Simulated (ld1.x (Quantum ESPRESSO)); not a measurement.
# LDA (PZ) PAW dataset for Sr, scalar-relativistic all-electron reference.

The input file (ld1.x (Quantum ESPRESSO) 7.5):

```
&input
   title='Sr', zed=38., rel=1, dft='PZ', iswitch=3,
   config='[Kr] 4d0 5s1 5p0',
   nld=3, rlderiv=3.55, eminld=-5.0, emaxld=5.0, deld=0.02
 /
 &inputp
   pseudotype=3, lpaw=.true., tm=.true., lloc=-1, rcloc=2.90,
   nlcc=.true., new_core_ps=.true., rcore=1.40,
   which_augfun='BESSEL', rmatch_augfun=1.65,
   file_pseudopw='Sr.UPF', file_wfcaegen='ae.wfc', file_wfcncgen='nc.wfc', file_beta='beta', file_chi='chi', file_wfcusgen='us.wfc'
 /
6
4S  1  0   2.00   0.00  2.05  2.40  0.0
5S  2  0   1.00   0.00  2.05  2.40  0.0
4P  2  1   6.00   0.00  2.35  3.25  0.0
5P  3  1   0.00   0.00  2.35  3.25  0.0
4D  3  2   0.00   0.00  2.60  3.15  0.0
4D  3  2   0.00  -0.15  2.60  3.15  0.0
 &test
   configts(1)='4s2 4p6 4d0 5s1 5p0'
 /
```

Command:

```bash
ld1.x < Sr.in > Sr.out
```

The program printed (shortened: banner, matrices, multipoles, cross overlaps and the repeated all-electron block are left out):

```
Program LD1 v.7.5
     --------------------------- All-electron run ----------------------------

     Sr
     scalar relativistic calculation

     atomic number is 38.00
     dft =PZ   lsd =0 sic =0 latt =0  beta=0.20 tr2=1.0E-14
     Exchange-correlation= PZ
                           (   1   1   0   0   0   0   0)
     mesh =1221 r(mesh) = 100.72700 a.u. xmin = -7.00 dx = 0.01250
     1 Ry =  13.60569312 eV, c = 137.03599908

     n l     nl                  e(Ry)          e(Ha)          e(eV)
     1 0     1S 1( 2.00)     -1170.0568      -585.0284    -15919.4341
     2 0     2S 1( 2.00)      -158.8789       -79.4395     -2161.6582
     2 1     2P 1( 6.00)      -141.3483       -70.6742     -1923.1422
     3 0     3S 1( 2.00)       -24.9302       -12.4651      -339.1933
     3 1     3P 1( 6.00)       -19.2739        -9.6370      -262.2353
     4 0     4S 1( 2.00)        -3.4781        -1.7390       -47.3217
     4 1     4P 1( 6.00)        -2.1474        -1.0737       -29.2171
     3 2     3D 1(10.00)        -9.9017        -4.9509      -134.7196
     4 2     4D 1( 0.00)        -0.5142        -0.2571        -6.9958
     5 0     5S 1( 1.00)        -0.6312        -0.3156        -8.5872
     5 1     5P 1( 0.00)        -0.4084        -0.2042        -5.5571

     final scf error:  1.9E-15 reached in  24 iterations

     Etot =   -6351.182909 Ry,   -3175.591455 Ha,  -86412.245632 eV

     Ekin =    6511.017081 Ry,    3255.508541 Ha,   88586.900324 eV
     Encl =  -15286.087463 Ry,   -7643.043732 Ha, -207977.815078 eV
     Eh   =    2625.966632 Ry,    1312.983316 Ha,   35728.096149 eV
     Exc  =    -202.079159 Ry,    -101.039580 Ha,   -2749.427027 eV

     normalization and overlap integrals

     s(1S/1S) =  1.000000  <r> =   0.0392  <r2> =    0.0021  r(max) =   0.0257
     s(2S/2S) =  1.000000  <r> =   0.1727  <r2> =    0.0352  r(max) =   0.1459
     s(2P/2P) =  1.000000  <r> =   0.1505  <r2> =    0.0277  r(max) =   0.1165
     s(3S/3S) =  1.000000  <r> =   0.4931  <r2> =    0.2792  r(max) =   0.4382
     s(3P/3P) =  1.000000  <r> =   0.4992  <r2> =    0.2911  r(max) =   0.4328
     s(4S/4S) =  1.000000  <r> =   1.3539  <r2> =    2.0856  r(max) =   1.1911
     s(4P/4P) =  1.000000  <r> =   1.5620  <r2> =    2.8131  r(max) =   1.3164
     s(3D/3D) =  1.000000  <r> =   0.4986  <r2> =    0.3032  r(max) =   0.3772
     s(4D/4D) =  1.000000  <r> =   2.7892  <r2> =    9.4901  r(max) =   2.0136
     s(5S/5S) =  1.000000  <r> =   3.8457  <r2> =   16.6665  r(max) =   3.4039
     s(5P/5P) =  1.000000  <r> =   4.7906  <r2> =   25.8739  r(max) =   4.2627

     ------------------------ End of All-electron run ------------------------

     --------------------- Generating PAW atomic setup --------------------

      Generating local potential from pseudized AE potential:
      Matching radius rcloc =   2.9000

      Local pseudo, rcloc= 2.893 Estimated cut-off energy=     2.79 Ry

      Computing core charge for nlcc:

       r > 1.40 : true rho core
      Core charge pseudized with two Bessel functions
      Integrated core pseudo-charge :   2.20
      Wfc-us  4S rcutus= 2.429  Estimated cut-off energy=     9.48 Ry
      Wfc-us  5S rcutus= 2.429  Estimated cut-off energy=    19.54 Ry
      Wfc-us  4P rcutus= 3.279  Estimated cut-off energy=     8.25 Ry
      Wfc-us  5P rcutus= 3.279  Estimated cut-off energy=     6.46 Ry
      Wfc-us  4D rcutus= 3.119  Estimated cut-off energy=    11.79 Ry
      Wfc-us  4D rcutus= 3.119  Estimated cut-off energy=    14.24 Ry

     Required augmentation: BESSEL   radius:    1.650000
     Suggested rho cutoff for augmentation:  35.63 Ry

     Estimated PAW energy = -252.204221 Ryd

     ------------------- End of pseudopotential generation -------------------

     Computing logarithmic derivative in   3.55617
     Computing logarithmic derivative in   3.55617
     Computing the partial wave expansion
     R is outside the sphere for l=    0 j= 0.00
     R is outside the sphere for l=    0 j= 0.00
     R is outside the sphere for l=    1 j= 0.00
     R is outside the sphere for l=    1 j= 0.00
     R is outside the sphere for l=    2 j= 0.00
     R is outside the sphere for l=    2 j= 0.00

     ---------------------- Testing the pseudopotential ----------------------

     Sr
     scalar relativistic calculation

     atomic number is 38.00   valence charge is 10.00
     dft = SLA  PZ   NOGX NOGC   lsd =0 sic =0 latt =0  beta=0.20 tr2=1.0E-14
     mesh =1221 r(mesh) = 100.72700 xmin = -7.00 dx = 0.01250

     n l     nl             e AE (Ry)        e PS (Ry)    De AE-PS (Ry)
     1 0     4S   1( 2.00)       -3.47808       -3.47806       -0.00002
     2 1     4P   1( 6.00)       -2.14742       -2.14739       -0.00002
     3 2     4D   1( 0.00)       -0.51418       -0.51417       -0.00001
     2 0     5S   1( 1.00)       -0.63115       -0.63115       -0.00000
     3 1     5P   1( 0.00)       -0.40844       -0.40844       -0.00000

     eps = 1.7E-15  iter =  6

     Etot =   -6351.182909 Ry,   -3175.591455 Ha,  -86412.245632 eV
     Etotps =  -252.204213 Ry,    -126.102106 Ha,   -3431.413120 eV

     Ekin =      94.362677 Ry,      47.181338 Ha,    1283.869623 eV
     Encl =    -187.671280 Ry,     -93.835640 Ha,   -2553.397845 eV
     Ehrt =      43.183603 Ry,      21.591801 Ha,     587.542850 eV
     Ecxc =    -202.079212 Ry,    -101.039606 Ha,   -2749.427748 eV
     (Ecc =      -2.643440 Ry,      -1.321720 Ha,     -35.965836 eV)

     ---------------------- End of pseudopotential test ----------------------
```

Generation and configuration tests took about 2.7 s on one core of a shared server CPU.
